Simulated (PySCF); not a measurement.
BrFHNOW, multiplicity 1. Atoms are numbered in the order given.

```xyz
6

W      0.3023    -0.4197    -0.0423
O      1.8249    -0.0917     0.6528
N      0.5395    -0.6821    -1.7565
H      1.1728    -0.7153    -2.5539
F     -0.4230    -1.9857     0.6952
Br    -1.0888     1.5758     0.1858
```

Geometry optimised at B3LYP-D3(BJ)/def2-SVP. The multiplicity is an assumed one; no other spin state was optimised. The structure was generated by enumeration; whether it is a known compound was not checked. The def2 effective core potentials stand for the cores of W; spin–orbit coupling is left out.

Level of theory: B3LYP/def2-TZVP (PySCF).

ESP charges are fitted to the potential on shells at 1.4 to 2.0 van der Waals radii. Atomic charges (e):

| atom | ESP fit | Mulliken | Löwdin |
|---|---|---|---|
| W1 | 1.02 | 1.43 | 0.58 |
| O2 | -0.38 | -0.45 | -0.27 |
| N3 | -0.68 | -0.56 | -0.33 |
| H4 | 0.41 | 0.26 | 0.16 |
| F5 | -0.23 | -0.38 | -0.23 |
| Br6 | -0.13 | -0.29 | 0.09 |
